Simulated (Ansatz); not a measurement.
One change: `C=CC([SiH3])S` becomes `[SiH3][CH](S)[GaH2]`.

Ansatz, PBE0-D4/def2-TZVP geometries, multiplicity 1. Each molecule was computed in one conformer, which needn't be the lowest. `[SiH3][CH](S)[GaH2]` holds a close contact that its SMILES doesn't draw: Ga···S 2.58 Å.

Scalar relativity is left out up to krypton.

```tsv
property	`C=CC([SiH3])S`
HOMO–LUMO gap (ωB97M-V/def2-TZVPP) / eV	10.87
HOMO energy (B3LYP/def2-TZVPP) / eV	-6.70
HOMO energy (PBE/def2-TZVPP) / eV	-5.74
HOMO–LUMO gap (B3LYP/def2-TZVPP) / eV	6.19
size of the dipole moment (ωB97M-V/def2-TZVPP) / D	1.34
zero-point energy (PBE0-D4/def2-TZVP) / kJ/mol	248.7
```

Q: What does the change do to each property? (Estimate.)

A: Computed: 
```tsv
property	`[SiH3][CH](S)[GaH2]`	shift
HOMO–LUMO gap (ωB97M-V/def2-TZVPP) / eV	9.99	-0.88
HOMO energy (B3LYP/def2-TZVPP) / eV	-6.77	-0.07
HOMO energy (PBE/def2-TZVPP) / eV	-5.91	-0.17
HOMO–LUMO gap (B3LYP/def2-TZVPP) / eV	5.81	-0.38
size of the dipole moment (ωB97M-V/def2-TZVPP) / D	1.44	0.10
zero-point energy (PBE0-D4/def2-TZVP) / kJ/mol	170.4	-78.3
```

With PBE0 the HOMO falls by 0.05 eV and the LUMO falls by 0.44 eV, so the gap narrows by about 0.39 eV. PBE moves the HOMO by -0.17 eV and ωB97M-V by 0.04 eV. The zero-point energy changes by -78.3 kJ/mol with -6 modes. Dipoles are sizes alone; their direction can turn.

Positive LUMOs are unbound, so they and the gaps depend on the basis.

B3LYP here is the variant with VWN-RPA as its local correlation; programs differ in this.
